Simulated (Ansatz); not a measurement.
[V(H2S)Cl5]2- (VH₂SCl₅²⁻). Charge -2, multiplicity 3. Geometry PBE-D4/def2-SVPD, basis def2-TZVPD, Ansatz.

```csv
atom,x (Å),y (Å),z (Å)
V1,0.559,0.109,-0.555
S2,-0.659,0.065,1.947
H3,-1.625,0.841,1.364
H4,-1.053,-1.041,1.155
Cl5,1.372,-0.130,-2.729
Cl6,2.083,-1.301,0.596
Cl7,-1.461,1.344,-1.077
Cl8,1.747,2.094,-0.028
Cl9,-0.963,-1.981,-0.673
```

```csv
run,HOMO (eV),LUMO (eV)
A,-1.16,5.38
B,0.41,4.30
C,2.92,3.39
D,2.86,3.22
E,-2.21,6.00
F,2.16,3.20
```

A multiply charged anion in the gas phase is held together partly by the finite basis.

HOMO and LUMO are taken over both spins.

Task: The runs used BLYP, CAM-B3LYP, PBE, PBE0, r2SCAN, ωB97X-V. Estimate which is which.

Result: A CAM-B3LYP (range-separated); B PBE0 (25 % exact exchange); C BLYP (0 % exact exchange); D PBE (0 % exact exchange); E ωB97X-V (range-separated); F r2SCAN (0 % exact exchange). Exact exchange lowers occupied and raises empty levels; among semilocal functionals meta-GGAs tend to open the gap a little, and such runs are hard to tell apart. The gap grows from 0.36 eV (PBE) to 8.21 eV (ωB97X-V). At PBE0-D4/def2-TZVPD, BLYP-D4/def2-TZVPD, PBE-D4/def2-TZVPD, r2SCAN-D4/def2-TZVPD the highest occupied level of the charge -2 triplet lies above zero (up to 2.92 eV). Energy differences disagree on whether the electron is bound (positive means bound): 0.10 eV (vertical, against the charge -1 doublet, at r2SCAN-D4/def2-TZVPD), but -0.37 eV at PBE-D4/def2-TZVPD.
